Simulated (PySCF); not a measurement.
# Reading the logs of faulty runs: H5OSi2 anion

All numbers below are calculated, not measured. The program is PySCF 2.14.0, an open-source quantum chemistry code, run on an isolated molecule that a program drew, which may never have been made. The molecule is H5OSi2 anion (charge -1, singlet), drawn as the SMILES string `O[SiH2][SiH2-]`.

Each row is a Hartree-Fock (HF) and frozen-core CCSD(T) single point in the aug-cc-pV(D+d)Z basis, meant for a local HF minimum. Run 1 is clean. Each other run has one planted mistake out of seven kinds, and not every kind appears here: one electron removed, one electron added, multiplicity raised by two, geometry at a saddle point, minimal basis STO-3G, one bond length entered in bohr, all coordinates scaled. The reference is restricted for singlets and unrestricted otherwise, and also for a bond in bohr. Adding or removing an electron swaps singlet and doublet. Electrons count all cores. HOMO and LUMO are orbital energies over both spins, the gradient is its largest component, and the lowest frequency (negative if imaginary) is given only where the gradient is small. Bond lengths are over the 7 bonds as drawn. T1 is the CCSD diagnostic: over 0.02 (restricted) or 0.045 (unrestricted) a single reference is doubtful.

Geometry of the clean run:
```xyz
8
H5OSi2 anion, angstrom
O    -0.3420    1.5289    1.3197
Si    0.4124    0.4244    2.3737
Si   -0.8469   -1.5847    2.5170
H    -0.9777    1.1025    0.7694
H     1.7901    0.1906    1.8115
H     0.6832    1.2777    3.5791
H     0.2313   -2.4220    3.2050
H    -1.6771   -1.2408    3.7541
```

| run | electrons | basis functions | <S^2> | HOMO (eV) | LUMO (eV) | gradient (hartree/bohr) | lowest frequency (cm^-1) | mean bond (Å) | longest bond (Å) | T1 | HF (hartree) | CCSD(T) (hartree) | mistake |
|---|---|---|---|---|---|---|---|---|---|---|---|---|---|
| 1 | 42 | 132 | 0.000 | -2.39 | 3.93 | 1.6e-05 | 129 | 1.5838 | 2.375 | 0.0164 | -655.68577 | -656.18196 | no fault |
| 2 | 42 | 132 | 0.757 | -2.44 | 3.87 | 9.9e-03 | - | 1.7781 | 2.889 | 0.0604 | -655.60238 | -656.09348 | one bond length entered in bohr |
| 3 | 41 | 132 | 0.758 | -10.26 | -0.48 | 4.8e-02 | - | 1.5838 | 2.375 | 0.0162 | -655.63884 | -656.09803 | one electron removed |
| 4 | 42 | 132 | 2.008 | 0.75 | 3.04 | 4.2e-02 | - | 1.5838 | 2.375 | 0.0710 | -655.60889 | -656.07898 | ? |

**Which mistake was planted in run 4, and what did it cost?**

Electrons, basis and geometry are unchanged, and <S^2> is 2.008, beside S(S+1) = 2.00 for a multiplicity of 3. So the mistake is: multiplicity raised by two. Subtracting run 1 and multiplying by 627.51 kcal/mol a hartree, the energy moved by 48.2 kcal/mol in HF and 64.6 kcal/mol in CCSD(T).

Cautions from the logs. Run 2: T1 is over the limit, so its CCSD(T) energy is less reliable; run 4: T1 is over the limit, so its CCSD(T) energy is less reliable and the HOMO is above zero, so the electron isn't bound and the energy depends on the basis.
